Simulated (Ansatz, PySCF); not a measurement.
F2GaHSe, SMILES [F][Ga]([F])[SeH].

Geometry: B3LYP-D3(BJ)/def2-SVP. The values are those of a single conformer.

Vertical ionisation energy (IE) and electron affinity (EA) in eV. Rows of orbital energies are one-electron estimates. Where ΔSCF, EOM or ADC give a negative EA the extra electron is unbound and the value depends on the basis.

```tsv
level	IE	EA
−ε(HOMO), −ε(LUMO), B3LYP/def2-TZVPD (PySCF)	7.95	2.36
−ε(HOMO), −ε(LUMO), PBE/def2-TZVPD (PySCF)	7.01	2.90
ΔSCF, PBE0/def2-SVPD (Ansatz), final states of multiplicity 2 and 2	10.55	0.43
ΔSCF, PBE/def2-SVPD (Ansatz), final states of multiplicity 2 and 2	10.44	0.57
```

### Question
What vertical singlet–triplet gap does ΔSCF give with PBE0/def2-SVPD (Ansatz, an electronic-structure program) and with PBE/def2-SVPD (Ansatz)? (An estimate is asked for; the answer gives what the named calculation found.)

### Answer
4.57 and 4.40 eV (triplet above singlet where positive).
